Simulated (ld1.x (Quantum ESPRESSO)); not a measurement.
## Plane-wave convergence, TM potential for helium

| Quantity | Value |
| --- | --- |
| Element | He (Z = 2) |
| Generator | ld1.x (Quantum ESPRESSO) 7.5 |
| Type | norm-conserving Troullier–Martins (Kleinman–Bylander form) |
| Functional | PBE |
| Relativity | scalar-relativistic |
| Frozen core | none |
| Valence charge | 2 |
| Reference configuration | 1s1.5 (charge +0.5) |
| Partial waves | 1s (bound): rc 0.45 bohr; 2p channel at -0.05 Ry: rc 0.30 bohr |
| Local potential | the p channel |
| Core correction | none |

The pseudo-atom Hamiltonian at the reference potential is diagonalised in spherical Bessel functions j_l(qr) that vanish at 20 bohr, with q² up to the cutoff. All-electron valence levels (Ry): 1s -1.9640.

Question: How do the lowest levels (Ry) of each channel move with the cutoff, and are there ghosts?

Answer:

```json
{"cutoff (Ry)": "8", "s #1": "-1.2878", "s #2": "-0.1247", "p #1": "-0.0968", "p #2": "-0.0082", "d #1": "-0.0049", "d #2": "0.0948", "f #1": "0.0439", "Σ f·Δε (mRy)": "1014.7"}
{"cutoff (Ry)": "15", "s #1": "-1.5019", "s #2": "-0.1378", "p #1": "-0.0976", "p #2": "-0.0087", "d #1": "-0.0049", "d #2": "0.0948", "f #1": "0.0439", "Σ f·Δε (mRy)": "693.5"}
{"cutoff (Ry)": "25", "s #1": "-1.6662", "s #2": "-0.1475", "p #1": "-0.0979", "p #2": "-0.0088", "d #1": "-0.0049", "d #2": "0.0948", "f #1": "0.0439", "Σ f·Δε (mRy)": "447.1"}
{"cutoff (Ry)": "35", "s #1": "-1.7585", "s #2": "-0.1528", "p #1": "-0.0979", "p #2": "-0.0089", "d #1": "-0.0049", "d #2": "0.0948", "f #1": "0.0439", "Σ f·Δε (mRy)": "308.6"}
{"cutoff (Ry)": "50", "s #1": "-1.8388", "s #2": "-0.1572", "p #1": "-0.0979", "p #2": "-0.0089", "d #1": "-0.0049", "d #2": "0.0948", "f #1": "0.0439", "Σ f·Δε (mRy)": "188.2"}
{"cutoff (Ry)": "70", "s #1": "-1.8887", "s #2": "-0.1599", "p #1": "-0.0980", "p #2": "-0.0089", "d #1": "-0.0049", "d #2": "0.0948", "f #1": "0.0439", "Σ f·Δε (mRy)": "113.3"}
{"cutoff (Ry)": "100", "s #1": "-1.9258", "s #2": "-0.1619", "p #1": "-0.0980", "p #2": "-0.0089", "d #1": "-0.0049", "d #2": "0.0948", "f #1": "0.0439", "Σ f·Δε (mRy)": "57.6"}
{"cutoff (Ry)": "140", "s #1": "-1.9489", "s #2": "-0.1631", "p #1": "-0.0980", "p #2": "-0.0089", "d #1": "-0.0049", "d #2": "0.0948", "f #1": "0.0439", "Σ f·Δε (mRy)": "23.0"}
{"cutoff (Ry)": "180", "s #1": "-1.9581", "s #2": "-0.1636", "p #1": "-0.0980", "p #2": "-0.0089", "d #1": "-0.0049", "d #2": "0.0948", "f #1": "0.0439", "Σ f·Δε (mRy)": "9.2"}
{"cutoff (Ry)": "260", "s #1": "-1.9635", "s #2": "-0.1639", "p #1": "-0.0980", "p #2": "-0.0089", "d #1": "-0.0049", "d #2": "0.0948", "f #1": "0.0439", "Σ f·Δε (mRy)": "1.1"}
{"cutoff (Ry)": "400", "s #1": "-1.9642", "s #2": "-0.1639", "p #1": "-0.0980", "p #2": "-0.0089", "d #1": "-0.0049", "d #2": "0.0948", "f #1": "0.0439", "Σ f·Δε (mRy)": "0.0"}
```

Result: no extra level below or beside the all-electron valence levels (s, p, d, f tested); 10 mRy is reached at 180 Ry and 1 mRy at 300 Ry.
